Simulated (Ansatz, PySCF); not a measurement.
Process, species as SMILES: NCCN -> 2 [CH2]N (the C-C bond at the site shown breaks; other sites are not compared here)
Structures are relaxed separately at B3LYP-D3(BJ)/def2-TZVP in Ansatz (a program for electronic structure), one conformer each, not searched for the lowest. Frequencies are from Ansatz or PySCF.

Wanted: bond dissociation energy (0 K, with B3LYP-D3(BJ) harmonic zero-point energies), in eV. Correlated levels leave the core frozen unless marked. UHF or UKS for open shells. Spin-orbit coupling is left out. Non-relativistic. CBS marks a two-point X^-3 extrapolation of the correlation energy; Hartree-Fock from the larger set. [CCSD(T)-MP2]/basis is that difference in the basis named.

```csv
level,program,bond dissociation energy (eV)
HF/6-31G,Ansatz,1.91
```

Predict the RI-MP2/CBS(aug-cc-pVTZ,aug-cc-pVQZ)+[CCSD(T)-MP2]/aug-cc-pVTZ result (Ansatz).

3.20 eV
